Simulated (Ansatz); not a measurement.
Z-matrix (Å, degrees):
```
Si
O 1 1.627
C 1 1.871 2 110.2
F 1 1.593 2 111.4 3 -118.0
H 1 1.473 2 107.0 3 123.8
H 2 0.959 1 118.9 3 60.4
F 3 1.352 1 114.9 2 -168.1
C 3 1.324 1 125.7 2 13.1
H 8 1.084 3 121.8 1 179.0
H 8 1.082 3 119.5 1 -0.2
```

Total charge 0; spin multiplicity 1.

Question: List the r2SCAN/def2-TZVPP orbital energies in eV (the Gaussian-basis code of Ansatz). (An estimate is asked.)

Answer: The calculation gave: Occupied: -1792.52, -666.77, -666.23, -516.44, -275.28, -273.49, -142.79, -97.71, -97.65, -97.61, -32.36, -31.38, -27.07, -20.35, -15.91, -14.91, -13.47, -12.82, -12.45, -11.81, -11.31, -10.97, -10.45, -10.01, -9.63, -8.99, -7.98, -7.07. Lowest empty: -1.52, 0.05, 0.79, 1.59, 2.45, 2.67, 2.83, 3.58.
